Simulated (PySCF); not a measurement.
A ladder for the electron affinity of Br

Br⁻ [Kr] (1S) → Br [Ar] 3d10 4s2 4p5 (2P). Scalar values calculated with PySCF 2.14 in aug-cc-pwCVTZ-PP with ECP10MDF (ECP; valence: 3s2 3p6 3d10 frozen; valence and next inner shell: nothing frozen). The spin-orbit shift comes from two-component X2C-1e calculations (generalised Hartree-Fock, GHF, and MP2 on its spinors, GMP2) in x2c-TZVPall-2c with one added diffuse shell each of s, p, d type: GMP2 gives 3.404 eV without and 3.255 eV with screened spin-orbit coupling, a shift of -0.150 eV (GHF: -0.150 eV). Sums use unrounded values; where a UHF row is shifted, it takes the GHF shift.

| method | scalar (eV) | plus spin-orbit shift (eV) | error (eV) |
| --- | --- | --- | --- |
| UHF | 2.335 | 2.185 | -1.178 |
| MP2 (valence) | 3.401 | 3.252 | -0.112 |
| SCS-MP2 (valence) | 3.321 | 3.171 | -0.193 |
| CCSD (valence) | 3.252 | 3.102 | -0.261 |
| CCSD(T) (valence) | 3.332 | 3.182 | -0.182 |
| LDA | 3.709 | 3.559 | 0.196 |
| PBE | 3.435 | 3.285 | -0.078 |
| PBE0 | 3.391 | 3.241 | -0.122 |
| r2SCAN | 3.450 | 3.301 | -0.063 |
| MN15 | 3.257 | 3.107 | -0.257 |
| PW91 | 3.488 | 3.338 | -0.025 |
| TPSSh | 3.406 | 3.256 | -0.107 |
| LC-wPBE | 3.346 | 3.197 | -0.167 |
| MP2 (valence and next inner shell) | 3.445 | 3.296 | -0.068 |
| SCS-MP2 (valence and next inner shell) | 3.349 | 3.199 | -0.164 |

Reference: 3.364 eV (measured; photodetachment measurements, as compiled on the Wikipedia data page of electron affinities).

The errors of the correlated levels include the incompleteness of the basis and the frozen core, so a lower level can come closer by cancellation.
